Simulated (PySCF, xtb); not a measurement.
In(Cl)(Me)(OMe) (C2H6ClInO), SMILES C[O][In]([CH3])[Cl].

xtb with GFN2-xTB at its own geometry gives an orbital gap of 2.89 eV and a dipole moment of 4.72 D.

The structure is a stationary point at B3LYP-D3(BJ)/def2-SVP. The structure was generated by enumeration; whether it is a known compound was not checked. The def2 effective core potentials stand for the cores of In; spin–orbit coupling is left out. One conformer was computed; it need not be the lowest.

Q: What does PBE/def2-TZVP in PySCF give? (Estimate from the structure and the level; the computed values follow.)

A: gap 3.69 eV (levels -6.07 and -2.39 eV), dipole 4.09 D.
